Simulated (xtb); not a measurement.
B(All)(F)(OH) (C3H6BFO), SMILES C=CCB(O)F. All values are semi-empirical tight-binding results from xtb (GFN2-xTB unless named), good for trends rather than for accurate numbers. The structure is a stationary point at GFN2-xTB. This is a generated structure with no PubChem entry under its InChIKey; it may be hypothetical. One conformer was computed; it need not be the lowest.

**Question.** Estimate the properties. (Estimate from the structure and the level; the computed values follow.)

**Answer.** 
```yaml
orbital_gap: 5.14 eV
dipole_moment: 2.77 D
zero_point_energy: 56.1 kcal/mol
G − E(el) at 298.15 K (modified RRHO): 36.5 kcal/mol
static polarisability (D4 model): 56.5 bohr³
solvation energy, GFN2-xTB/ALPB(water): -4.9 kcal/mol
solvation energy, GFN2-xTB/ALPB(toluene): -5.0 kcal/mol
```

Computed IR lines (harmonic; lines under 4 % of the strongest left out, lines within 3 cm⁻¹ merged):
ν (cm⁻¹): 478 (w), 624 (m), 827 (m), 932 (m), 1042 (w), 1200 (m), 1245 (vs), 1343 (vs), 1705 (w), 3012 (w), 3060 (w), 3093 (w), 3126 (w), 3572 (w) (against the strongest line: vs over 80 %, s over 45 %, m over 15 %, w over 4 %, vw less)
